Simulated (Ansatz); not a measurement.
Geometry optimisation, UKS PBE/def2-SVP in Ansatz.

Input file:

```yaml
crystal:
  periodic: [false, false, false]
  atoms:
    - { symbol: Ga, position_ang: [0.0, 0.0, 0.0] }
    - { symbol: H, position_ang: [0.0, 0.0, 1.82] }
    - { symbol: H, position_ang: [1.3596, 0.0, -0.785] }
    - { symbol: H, position_ang: [-1.3596, 0.0, -0.785] }
    - { symbol: Cl, position_ang: [0.0, 0.0, 3.49] }
magnetization:
  spin_polarized: true
  initial_magnetization: 1
basis:
  gaussian: { orbitals: def2-SVP }
hamiltonian:
  xc: pbe
relax:
  f_tol: 0.15
  max_steps: 25
  restrain:
    - { distance: [1, 4], at: 2.57, k: 30.0 }
    - { distance: [0, 1], at: 1.57, k: 30.0 }
```

Command:

```bash
$ ansatz run input.yaml --threads 1 --pin off --max-ram 2048MiB --backend cpu --events-out ev --progress --plain --runs-dir out
```

Question: Where does it end, and by what steps?

Answer: It converged. The restraints hold the end off the free minimum. After 24 steps the energy has fallen by 0.574 eV (the restraints' own energy left out); H2 moved furthest, 1.55 Å. Joined: Ga1–Cl5 (3.49 → 2.24 Å).

| step | energy less start (eV) | largest force component (eV/Å) | accepted |
| --- | --- | --- | --- |
| 0 | 0.0000 | 1.225 | yes |
| 1 | 0.3064 | 0.858 | yes |
| 2 | 0.6519 | 0.858 | yes |
| 3 | 0.6112 | 0.766 | yes |
| 4 | 0.6020 | 0.768 | yes |
| 5 | 0.6018 | 0.547 | no |
| 6 | 0.5967 | 0.711 | yes |
| 7 | 0.5943 | 0.631 | yes |
| 8 | 0.5958 | 0.491 | no |
| 9 | 0.5871 | 0.655 | yes |
| 10 | 0.5792 | 0.704 | yes |
| 11 | 0.5633 | 0.670 | yes |
| 12 | 0.5478 | 0.505 | no |
| 13 | 0.5461 | 0.667 | yes |
| 14 | 0.5287 | 0.645 | yes |
| 15 | 0.5018 | 0.545 | yes |
| 16 | 0.4193 | 0.644 | yes |
| 17 | 0.2985 | 0.810 | yes |
| 18 | 0.1204 | 0.980 | yes |
| 19 | -0.1570 | 1.222 | yes |
| 20 | -0.4679 | 1.196 | yes |
| 21 | -0.4468 | 2.372 | no |
| 22 | -0.5406 | 0.960 | yes |
| 23 | -0.5648 | 0.809 | yes |
| 24 | -0.5741 | 0.835 | yes |

```xyz
5
Properties=species:S:1:pos:R:3
Ga 0.132 0.083 0.461
H -0.603 -1.210 1.061
H 1.561 -0.035 -0.175
H -1.270 0.479 -0.222
Cl 0.180 0.683 2.614
```

Run time: 73 s on 1 thread of Arm Neoverse V1, on a shared host, peak memory 0.14 GiB.
